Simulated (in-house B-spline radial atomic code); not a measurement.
Settings and results of a run for Zr⁺. Method: scalar-relativistic (X2C) PBE, spherical fractional occupations, Fermi nucleus of rms radius 4.2694 fm, inside a hard spherical wall at 1.77 bohr. Calculated with a B-spline radial code for spherical atoms.

Command:
```bash
python run_scf.py task.json out
```
Settings (nuclear radius in fm, mass in u):
```
Z                40
configuration    [Kr] 4d2 5s1
hamiltonian      x2c
method           pbe,pbe
spin_polarised   False
nucleus          fermi
rms_radius       4.2694
atomic_mass      89.9047
speed_of_light   137.035999084
wall_radius      1.77
```

Output (hartree, bohr):
```
 radial grid: 58 intervals, B-splines of order 8, outer radius 1.77 bohr

 iter        energy (Eh)    residual
    1       -3576.364120    3.96e-01
    2       -3576.816140    3.24e-02
    3       -3576.835931    1.31e-02
    4       -3576.837226    6.25e-03
    5       -3576.837465    7.48e-04
    6       -3576.837471    2.48e-04
    7       -3576.837472    3.64e-06
    8       -3576.837472    1.20e-07

 total energy                     -3576.83747
 kinetic                            3786.8485
 electron-nucleus                  -8820.0834
 Hartree                            1575.1210
 exchange-correlation               -118.7236

 orbital      occ     eigenvalue          <r>       <r^2>       <1/r>       r_max
 1s         2.000      -650.8480    0.0365962  0.00181728     42.4946     0.02358
 2s         2.000       -87.6280      0.16238   0.0311517     9.46225       0.137
 2p         6.000       -77.7954     0.141698   0.0245647      9.0278      0.1094
 3s         2.000       -12.2536     0.463496    0.246969     3.14609      0.4104
 3p         6.000        -9.0680      0.46943     0.25767     2.94473      0.4052
 3d        10.000        -3.8188     0.467349    0.265874     2.67372      0.3525
 4s         2.000         0.2672      1.02216      1.1424       1.328       1.049
 4p         6.000         1.3224      1.03925     1.18524     1.29196       1.091
 4d         2.000         3.0946      1.04517     1.21764     1.27321       1.147
 5s         1.000         8.4306      1.04865     1.28308     1.53718       1.413
```

Cost of the run: 0.04 s on 1 thread of Intel(R) Xeon(R) 6975P-C (shared host).

One-electron X2C: radii and densities carry no picture-change correction, so inner-shell <1/r> comes out high (for 1s by about 2 % at Z = 33, 5 % at 54, 10 % at 75, 30 % at 118) and <r> low.
